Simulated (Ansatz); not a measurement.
`F[SiH2]C[SiH](F)F` + silanol → `F[SiH](F)O[SiH3]` + `C[SiH2]F` at 700 K and 1 bar (ligand exchange at the Si–C bond).

Isolated molecules relaxed with PBE0-D4/def2-TZVP in Ansatz; ΔE leaves out vibrations. CCSD(T)/CBS adds triple-zeta CCSD(T) − MP2 to the extrapolated MP2 energy (def2 sets, frozen cores). Each species was taken in one conformer, which may not be the lowest.

```tsv
species	CCSD(T)/CBS energy (Eh)	H − E (kJ/mol)	S (J/(mol·K))
`F[SiH2]C[SiH](F)F`	-918.82142	253.7	526.3
`O[SiH3]`	-366.69042	144.6	321.6
`F[SiH](F)O[SiH3]`	-855.55648	195.3	488.8
`C[SiH2]F`	-430.00374	203.1	369.0
```

H − E and S are ideal-gas, rigid-rotor, harmonic terms from PBE0-D4/def2-TZVP, for one conformer and one mirror image of each species. 1 Eh = 2625.50 kJ/mol, R = 8.31446 J/(mol·K).

**Question.** By hand: ΔE, ΔH, ΔS and ΔG.

**Answer.** ΔE = (-855.55648) + (-430.00374) − (-918.82142) − (-366.69042) = -0.04838 Eh = -127.0 kJ/mol. Δ(H − E) = 195.3 + 203.1 − 253.7 − 144.6 = 0.1, so ΔH = -126.9 kJ/mol. ΔS = 488.8 + 369.0 − 526.3 − 321.6 = 9.9 J/(mol·K). ΔG = -126.9 − 700 × (9.9)/1000 = -133.8 kJ/mol.

**Question.** By hand: the equilibrium constant, and the temperature at which ΔG would vanish if ΔH and ΔS stayed fixed.

**Answer.** log₁₀ K = −ΔG/(RT ln 10) = 10.0. ΔH and −TΔS have one sign here, so there is no such temperature.

The number of gas molecules stays the same, so ΔS is small and ΔH decides. A doubt of 5 kJ/mol in ΔE shifts log₁₀ K by 0.4 here. Other conformers and mirror images would add mixing entropy, several J/(mol·K) or more a flexible species. Modes under 60 cm⁻¹, often nearly free rotors, make the harmonic entropy too high. These are equilibria of isolated gas molecules and say nothing of rates. Largest T1 diagnostic: 0.012 (customary marks: 0.02 for closed shells, 0.045 for open ones).

ΔS is within the doubt of such terms, so its sign, and with it that verdict, could turn.
